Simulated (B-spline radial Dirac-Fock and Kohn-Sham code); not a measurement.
System: the free lutetium atom in the configuration [Xe] 4f14 5d1 6s2. The computed values come from a radial B-spline solver: Dirac-Hartree-Slater photoionisation with all multipoles and Dirac-Fock thresholds.

Task: Which of the sources Mg Kα (1253.6 eV), Al Kα (taken as 1486.9 eV), Ag Lα (2984.4 eV), Cr Kα (5414.7 eV), Cu Kα (8047.8 eV), Ga Kα (9251.7 eV), Mo Kα (17479.3 eV), Ag Kα (22162.9 eV) can ionise the 3d5/2 level, and how does the cross section change among them?

Result: The computed threshold is 1596.9 eV, above Mg Kα, Al Kα; the others can ionise it. Cross sections: Ag Lα 155 kb, Cr Kα 25.4 kb, Cu Kα 6.88 kb, Ga Kα 4.25 kb, Mo Kα 0.431 kb, Ag Kα 0.176 kb. From the first to the last it falls by a factor of 880.
